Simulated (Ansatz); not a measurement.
`[OH][Ga]([OH])[Br]`, charge 0, multiplicity 1.

Problem. Give a relaxed structure at PBE0-D4/def2-TZVP (Ansatz 0.2.0). (An estimate is asked.)

Solution. Ansatz gave: 
Cartesian coordinates in Å:
```
O 0.889 -0.023 1.223
Ga 0.017 0.008 -0.321
O -1.750 -0.009 -0.307
Br 1.107 0.070 -2.306
H 1.845 -0.012 1.127
H -2.108 -0.035 0.585
```
Point group Cs.
